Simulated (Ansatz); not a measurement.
Reaction (cleavage of the Si–Si bond): `C[Si](C)(O)[SiH3]` + PH₃ → `C[Si](C)(O)P` + SiH₄

Calculated with Ansatz (gas phase, PBE0-D4/def2-TZVP geometries, no zero-point term in ΔE). CCSD(T)/CBS is the MP2 limit (def2-TZVPP, def2-QZVPP) plus CCSD(T) − MP2 in def2-TZVPP, frozen cores. This one scheme is used for every species. One conformer a species, not always the lowest.

`C[Si](C)(O)[SiH3]`:

Z-matrix (Å, degrees):
```
C
Si 1 1.862
H 1 1.092 2 111.0
H 1 1.094 2 110.2 3 119.8
H 1 1.093 2 111.0 3 -120.4
C 2 1.871 1 110.8 3 -179.3
O 2 1.661 1 105.2 3 -59.3
Si 2 2.356 1 111.0 3 59.4
H 6 1.094 2 110.7 1 -61.5
H 6 1.094 2 110.4 1 58.2
H 6 1.093 2 111.8 1 178.6
H 7 0.958 2 117.5 1 176.3
H 8 1.491 2 111.4 1 68.1
H 8 1.493 2 110.6 1 -172.6
H 8 1.490 2 111.8 1 -52.7
```

PH₃:

Cartesian coordinates in Å:
```
P -0.262 -0.047 -0.516
H -0.482 -0.958 0.551
H -0.404 1.089 0.323
H 1.148 -0.084 -0.358
```

`C[Si](C)(O)P`:

Cartesian coordinates in Å:
```
C 0.085 1.522 -0.529
Si 0.307 -0.189 0.190
C -0.441 -1.460 -0.955
O 1.914 -0.491 0.460
P -0.615 -0.446 2.232
H 0.568 1.602 -1.508
H 0.515 2.282 0.127
H -0.975 1.752 -0.663
H 0.019 -1.409 -1.947
H -1.515 -1.295 -1.079
H -0.294 -2.470 -0.566
H 2.530 -0.255 -0.234
H -1.885 0.016 1.789
H -0.213 0.840 2.684
```

SiH₄:

```xyz
5

Si    0.000    0.000    0.000
H    -0.192    1.035   -1.047
H     1.209    0.322    0.798
H     0.170   -1.328   -0.642
H    -1.188   -0.029    0.890
```

```tsv
species	CCSD(T)/CBS(def2) energy (Eh)
`C[Si](C)(O)[SiH3]`	-735.52651
PH₃	-342.72256
`C[Si](C)(O)P`	-786.79678
SiH₄	-291.46306
```

Problem. Work out ΔE.

Solution. ΔE = (-786.79678) + (-291.46306) − (-735.52651) − (-342.72256) = -0.01077 Eh = -6.8 kcal/mol.

Largest T1 diagnostic among the species: 0.013.

From PBE to PBE0 (25 % exact exchange), in def2-TZVPP and without D4, ΔE moves by −0.7 kcal/mol.
